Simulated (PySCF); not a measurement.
# Unknown compound

Molecular formula: C7H13N3. Simulated spectra:

1H NMR (400 MHz, computed): δ 4.11 (sept, 1H), 2.50 (s, 3H), 2.27 (s, 3H), 1.64 (d, 6H).

13C{1H} NMR (computed): δ 143.0, 132.7, 50.9, 26.1, 12.9, 9.7.

- geometry: GFN2-xTB
- shielding tensors at PBE0/pcSseg-1 (GIAO)
- program: PySCF
- non-relativistic, one computed conformer, one averaged value for each set of equivalent atoms, no solvent model

δ = σ(ref) − σ, references computed at the same level: 1H (σ = 31.72 ppm), 13C (σ = 186.93 ppm) against TMS.

**Question.** Choose the structure that fits.
A. Cc1cnn(C(C)(C)C)n1
B. CC(C)(C)Cn1nccn1
C. Cc1nnn(C(C)C)c1C

**Answer.** C. 

Rings plus π bonds: 3 (1 ring in the answer). 6 carbon signals for 7 carbons: some carbons are equivalent by symmetry or fast rotation. Carbon types of the structure: 2 × C, 1 × CH, 4 × CH3, which accounts for all hydrogens. δC 143.0, 132.7: substituted aromatic carbon next to a ring nitrogen. δC 50.9: sp3 CH bonded to N; the inductive effect lowers its shielding. δC 12.9, 9.7: methyl carbon on an aromatic ring; aliphatic region, no heteroatom directly attached. δH 4.11: hydrogen on an sp3 CH bonded to N; its carbon carries N, which withdraws density. δH 2.50, 2.27: hydrogen on a methyl carbon on an aromatic ring; benzylic-type position, deshielded by the ring.

The others: Cc1cnn(C(C)(C)C)n1 would give 5 carbon signals, not 6; CC(C)(C)Cn1nccn1 would give 4 carbon signals, not 6.

Shifts are as computed. Against solution values, carbons near 30 ppm lie about +3 ppm off and those near 130 ppm about +5 ppm. Of 1211 compounds with measured shifts, 218 miss one by over three times the rms of a fit or turn the order of signals round; such compounds aren't used in these exercises. Multiplicities follow the n + 1 count of equivalent neighbours, as no J values were calculated; m marks all less simple cases, F and P coupling included.
